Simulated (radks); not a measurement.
Values are calculated unless marked as measured or tabulated.
All-electron atom: a nucleus of charge 16.7 with 15 electrons in [Ne] 3s2 3p3.

Code: a radial shooting solver on a logarithmic mesh with Libxc functionals. Model: non-relativistic Kohn-Sham, PBE, spin-polarised, spherical densities, point nucleus; open shells are filled with parallel spins first.

Energy parts (eV):
total: -11968.226
kinetic: 11954.865
electron-nucleus: -28161.261
Hartree: 4963.606
exchange-correlation: -725.435

Orbitals (lengths in bohr, moments of r in powers of bohr; r(90%) holds 90 % of the orbital's charge):
| orbital | occ. | eigenvalue (eV) | r(90%) | <r> | <r^4> | <r^2> |
|---|---|---|---|---|---|---|
| 1s up | 1 | -2658.187 | 0.166 | 0.09311 | 0.0003496 | 0.01165 |
| 1s down | 1 | -2657.639 | 0.166 | 0.09309 | 0.0003494 | 0.01165 |
| 2s up | 1 | -260.9294 | 0.713 | 0.4560 | 0.1104 | 0.2472 |
| 2s down | 1 | -260.4036 | 0.713 | 0.4558 | 0.1096 | 0.2467 |
| 2p up | 3 | -203.3405 | 0.693 | 0.4172 | 0.1010 | 0.2171 |
| 2p down | 3 | -202.6036 | 0.693 | 0.4171 | 0.1000 | 0.2167 |
| 3s up | 1 | -40.5973 | 2.23 | 1.494 | 10.49 | 2.564 |
| 3s down | 1 | -36.6938 | 2.27 | 1.506 | 11.21 | 2.620 |
| 3p up | 3 | -28.1861 | 2.54 | 1.663 | 17.59 | 3.225 |
| 3p down | 0 | -24.4651 | 2.63 | 1.704 | 20.36 | 3.416 |

The highest occupied level is 3p up at -28.186 eV. The spin density at the nucleus is -0.2969 e/bohr^3 (1s -0.3658, 2s 0.1578, 3s -0.0890), a Fermi contact field of -15.6 T. The electron density at the nucleus is 3055 e/bohr^3. The density falls to 0.001 e/bohr^3 at r = 3.38 bohr. Summed over all electrons, <r^2> = 16.68 bohr^2, which gives a Langevin (diamagnetic) susceptibility term of -13.2 x 10^-6 cm^3/mol.
